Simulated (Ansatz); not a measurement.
Y3O3⁺. Charge 1, multiplicity 1. Geometry r2SCAN-D4/def2-SVP.

Cartesian coordinates in Å:
```
Y 0.738 -2.025 -0.085
Y -1.574 0.063 -0.170
Y 1.169 1.047 0.217
O 0.030 -0.566 1.223
O 0.308 -0.360 -1.262
O -0.671 1.841 0.077
```

In the def2 sets Y takes a core potential, while STO-3G treats all electrons; there is no spin–orbit coupling. HSE06 is defined as in plane-wave codes, on full-range PBE exchange. The restricted singlet is unstable towards broken spin symmetry in Hartree–Fock (as tested in another run); at HF/STO-3G, PBE-D4/def2-TZVP, PBE0-D4/def2-SVP, PBE0-D4/def2-TZVP and others this wasn't settled. No other spin state of charge 1 was run. Another isomer (singlet) lies 0.68 eV lower at PBE0-D4/def2-TZVP; other spin states weren't run for this one.

Estimate the orbital energies around the gap (eV) in Ansatz with HF/STO-3G, PBE-D4/def2-TZVP, PBE0-D4/def2-SVP, PBE0-D4/def2-TZVP, HSE06-D4/def2-TZVP.


```csv
orbital,HF/STO-3G,PBE-D4/def2-TZVP,PBE0-D4/def2-SVP,PBE0-D4/def2-TZVP,HSE06-D4/def2-TZVP
HOMO−13,-37.18,-30.54,-32.71,-32.76,-32.37
HOMO−12,-33.18,-25.01,-27.28,-27.67,-27.28
HOMO−11,-32.76,-24.85,-27.07,-27.44,-27.04
HOMO−10,-32.33,-24.30,-26.56,-26.91,-26.50
HOMO−9,-15.05,-12.19,-13.63,-13.62,-13.23
HOMO−8,-14.57,-11.99,-13.44,-13.41,-13.01
HOMO−7,-14.20,-11.73,-13.08,-13.06,-12.66
HOMO−6,-13.65,-11.68,-13.07,-13.05,-12.66
HOMO−5,-13.61,-11.61,-12.94,-12.91,-12.53
HOMO−4,-13.23,-11.30,-12.76,-12.69,-12.29
HOMO−3,-12.47,-10.78,-12.10,-12.08,-11.68
HOMO−2,-12.07,-10.51,-11.85,-11.82,-11.42
HOMO−1,-11.95,-10.18,-11.45,-11.46,-11.07
HOMO,-6.29,-7.14,-7.59,-7.61,-7.27
LUMO,0.14,-5.86,-5.18,-5.19,-5.53
LUMO+1,0.22,-5.75,-5.04,-5.06,-5.41
LUMO+2,0.83,-5.52,-4.65,-4.64,-5.03
LUMO+3,1.01,-5.27,-4.50,-4.54,-4.91
LUMO+4,1.40,-5.25,-4.38,-4.39,-4.75
LUMO+5,1.49,-5.14,-4.33,-4.37,-4.74
```
